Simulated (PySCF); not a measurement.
Si(Me)2(SH)2, C2H8S2Si, SMILES C[Si](C)(S)S at its PBE0/def2-SVP optimised geometry (Å):

```
13

C     -1.0474    -1.3983     1.4768
Si    -0.3360    -0.4891     0.0000
C     -0.8343     1.3140     0.0000
S     -0.9229    -1.4997    -1.8195
S      1.8163    -0.4891     0.0000
H     -0.7394    -2.4546     1.4794
H     -2.1491    -1.3627     1.4655
H     -0.6983    -0.9312     2.4112
H     -1.9311     1.4055    -0.0428
H     -0.4147     1.8341    -0.8739
H     -0.4816     1.8190     0.9134
H     -2.1886    -1.7456    -1.4107
H      1.9311    -1.8341    -0.0621
```

Method: PBE0/def2-TZVP (PySCF).

Map of the HOMO−1 amplitude (bohr^(-3/2)) on the plane z = 0.8 Å; orbital energy -7.48 eV, overall sign arbitrary:

```
|...............................|
|...............................|
|...............................|
|...............................|
|...............................|
|...............................|
|...........::::................|
|...........:::::...............|
|...........:::::...............|
|............:::................|
|...............................|
|...........   .....:::::.......|
|.........      ...::::::::.....|
|.........      ..::-----:::....|
|.........      .::-==++=--::...|
|.........     ..:-=+*##*=-::...|
|.........     .:--=*#@@#+=-:...|
|..........    .:-=+*%@@%*=-::..|
|..........    .:--+*%@@#*=-:...|
|..........    ..:-=+*##*+-::...|
|..........     .::-=++++=-::...|
|...........    ..::--==--::....|
|............  ...::::---:::....|
|...................:::::::.....|
|.....................:::.......|
|...............................|
|...............................|
|...............................|
|...............................|
|...............................|
|...............................|
```
Scale: ten equal steps from -0.029 (start of ' ') to 0.170 (end of '@'), in the order ' .:-=+*#%@'; x runs from -4.00 to 4.00, y from -4.00 (bottom) to 4.00 (top).
